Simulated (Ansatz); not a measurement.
```yaml
crystal:
  periodic: [false, false, false]
  atoms:
    - {symbol: C, position_ang: [0.293982, 0.432547, 1.756517]}
    - {symbol: C, position_ang: [-0.233057, 0.047967, 0.542433]}
    - {symbol: Si, position_ang: [-1.595373, 0.420255, -0.070033]}
    - {symbol: C, position_ang: [0.650005, -0.981561, -0.144173]}
    - {symbol: Si, position_ang: [1.756813, 0.047722, -1.061725]}
    - {symbol: H, position_ang: [-0.882835, 0.631431, 2.482037]}
    - {symbol: H, position_ang: [0.836420, -0.549170, 2.332388]}
    - {symbol: H, position_ang: [-2.677585, -0.905133, -0.500227]}
    - {symbol: H, position_ang: [-2.790151, 1.145973, 0.536761]}
    - {symbol: H, position_ang: [-1.807410, 1.361369, -1.187395]}
    - {symbol: H, position_ang: [1.124424, -1.612944, 0.381172]}
    - {symbol: H, position_ang: [-0.055705, -1.679659, -1.240914]}
    - {symbol: H, position_ang: [2.544186, 1.072190, -0.065116]}
    - {symbol: H, position_ang: [1.102217, 1.217630, -1.879426]}
    - {symbol: H, position_ang: [2.705362, -0.535962, -2.041552]}
basis:
  gaussian: {orbitals: cc-pVTZ}
magnetization: {spin_polarized: true, initial_magnetization: 10}
hamiltonian: {xc: {name: wB97}}
output: {forces: true}
```

```sh
$ ansatz run in.yaml --threads 4 --pin off --events-out ev --progress --plain --max-ram 10444MiB
```

It prints (some lines left out):

```
Functional definition: wB97
1642 factors; their error is unknown
582 factors; integrals over basis functions are off by at most 3.1e-5 eV
mean field evaluation 1: about -18976.8512 eV, gradient 4.2e1 eV
mean field evaluation 2: about -18962.6810 eV, gradient 6.5e1 eV
mean field evaluation 4: about -18988.5839 eV, gradient 7.7e0 eV
mean field evaluation 8: about -18989.6624 eV, gradient 9.1e-1 eV
mean field evaluation 16: about -18989.7777 eV, gradient 2.0e-1 eV
mean field evaluation 32: about -18990.5949 eV, gradient 3.9e0 eV
mean field -18990.86228341 eV, -697.9013164464 hartree, gradient 1.5e-5 eV, S^2 30.045394; 6 other end points of the search recorded, 0 dependent functions left out
reference -18990.86227989 eV, -697.9013163170 hartree; 33, 23 occupied and 265, 275 virtual orbitals, 1642 factors
Total energy: -18990.86227989 eV, -697.9013163170 hartree
Atom 0 at     0.293982     0.432547     1.756517 Å, force     8.952749    -2.325169     1.504365 eV/Å
Atom 1 at    -0.233057     0.047967     0.542433 Å, force     8.212655    -4.023266     0.712167 eV/Å
Atom 2 at    -1.595373     0.420255    -0.070033 Å, force    -9.323200     4.667892    -5.023145 eV/Å
Atom 3 at     0.650005    -0.981561    -0.144173 Å, force    -0.909746     6.376478     2.418413 eV/Å
Atom 4 at     1.756813     0.047722    -1.061725 Å, force     3.758018    -2.941322    -1.190685 eV/Å
Atom 5 at    -0.882835     0.631431     2.482037 Å, force    -4.846364     0.217379     2.832016 eV/Å
Atom 6 at     0.836420    -0.549170     2.332388 Å, force    -1.656382     2.928097    -0.251924 eV/Å
Atom 7 at    -2.677585    -0.905133    -0.500227 Å, force    -1.868596    -1.526041     0.520461 eV/Å
Atom 8 at    -2.790151     1.145973     0.536761 Å, force    -1.422465    -1.129415     0.241803 eV/Å
Atom 9 at    -1.807410     1.361369    -1.187395 Å, force     1.098727     1.256136    -0.462145 eV/Å
Atom 10 at     1.124424    -1.612944     0.381172 Å, force     2.856614    -5.485871     4.381590 eV/Å
Atom 11 at    -0.055705    -1.679659    -1.240914 Å, force    -2.660277    -2.502395    -4.122029 eV/Å
Atom 12 at     2.544186     1.072190    -0.065116 Å, force    -1.244011     0.884790    -0.301406 eV/Å
Atom 13 at     1.102217     1.217630    -1.879426 Å, force    -0.373277     3.599091    -0.926780 eV/Å
Atom 14 at     2.705362    -0.535962    -2.041552 Å, force    -0.574447     0.003617    -0.332701 eV/Å
Dipole moment:     0.360565     0.060190     0.098096 e Å
```

(1) What is wrong with this run?

Answers

(1) The spin is set far too high for this molecule. The calculation finished and met its thresholds. The result belongs to that input, not to the molecule as meant.
